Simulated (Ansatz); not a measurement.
```yaml
crystal:
  periodic: [false, false, false]
  atoms:
    - {symbol: Sb, position_ang: [-1.037573, -0.518973, -0.514658]}
    - {symbol: O, position_ang: [-1.087573, -0.818973, -0.814658]}
    - {symbol: C, position_ang: [-0.062358, -0.804844, 0.014363]}
    - {symbol: C, position_ang: [0.793798, -1.461647, 0.719022]}
    - {symbol: C, position_ang: [0.866771, 0.063348, 0.772745]}
    - {symbol: H, position_ang: [-1.780472, 1.756863, -0.112846]}
    - {symbol: H, position_ang: [-0.278306, 1.532817, -2.006848]}
    - {symbol: H, position_ang: [1.235881, -2.367154, 1.091861]}
    - {symbol: H, position_ang: [0.521666, 0.587916, 1.667958]}
    - {symbol: H, position_ang: [1.678797, 0.581766, 0.255669]}
basis:
  gaussian: {orbitals: def2-TZVPD, nuclear_model: gaussian}
hamiltonian: {xc: {name: HF}}
correlation: {method: mp2}
output: {forces: true}
```

```sh
$ ansatz run in.yaml --threads 4 --pin off --events-out ev --progress --plain --max-ram 10444MiB
```

Shortened log:

```
Functional definition: HF
1826 factors; integrals over basis functions are off by at most 7.5e-4 eV
mean field evaluation 1: about -10272.5035 eV, gradient 1.2e2 eV
mean field evaluation 2: about -10273.9902 eV, gradient 1.2e2 eV
mean field evaluation 4: about -10289.3848 eV, gradient 3.1e1 eV
mean field evaluation 8: about -10291.1386 eV, gradient 9.8e-1 eV
mean field evaluation 16: about -10291.1707 eV, gradient 5.0e-5 eV
a density is far from that of the atoms, so the factors are made again for it
1914 factors; integrals over basis functions are off by at most 7.2e-4 eV
mean field -10291.17120867 eV, -378.1935663122 hartree, gradient 6.2e-6 eV, S^2 0.000000; 6 other end points of the search recorded, 0 dependent functions left out; unrestricted orbitals would lower it
unrestricted determinant -10292.87892620 eV, -378.2563237738 hartree, S^2 1.4313
8 core orbitals not correlated: weight in the atoms' cores, before any rotation towards them, 0.775 or more for the frozen orbitals, at most 0.214 for the correlated occupied ones
reference -10291.17120867 eV, -378.1935663122 hartree; 19, 19 occupied and 225, 225 virtual orbitals, 1914 factors
second order -31.33323000 eV of doubles, -0.00000000 eV of singles
Total energy: -10322.50443867 eV, -379.3450412762 hartree
Atom 0 at    -1.037573    -0.518973    -0.514658 Å, force   868.755292  6034.716784  5942.113013 eV/Å
Atom 1 at    -1.087573    -0.818973    -0.814658 Å, force -1008.011036 -5999.425787 -6021.594205 eV/Å
Atom 2 at    -0.062358    -0.804844     0.014363 Å, force   130.087551   -33.637536    74.738613 eV/Å
Atom 3 at     0.793798    -1.461647     0.719022 Å, force     4.706081    -0.179131     3.417086 eV/Å
Atom 4 at     0.866771     0.063348     0.772745 Å, force     5.172249    -0.023347     1.234358 eV/Å
Atom 5 at    -1.780472     1.756863    -0.112846 Å, force     1.565360    -0.906418    -0.553764 eV/Å
Atom 6 at    -0.278306     1.532817    -2.006848 Å, force    -0.755507    -0.310323     0.756404 eV/Å
Atom 7 at     1.235881    -2.367154     1.091861 Å, force    -0.818931     0.038481     0.339876 eV/Å
Atom 8 at     0.521666     0.587916     1.667958 Å, force    -0.271375     0.031252    -0.084294 eV/Å
Atom 9 at     1.678797     0.581766     0.255669 Å, force    -0.429683    -0.303975    -0.367087 eV/Å
Dipole moment:    -0.178339    -0.437552     0.253337 e Å
```

Task: Something in this input is off. What?

Result: One atom was put on top of another. Self-consistency was reached. The result belongs to that input, not to the molecule as meant.
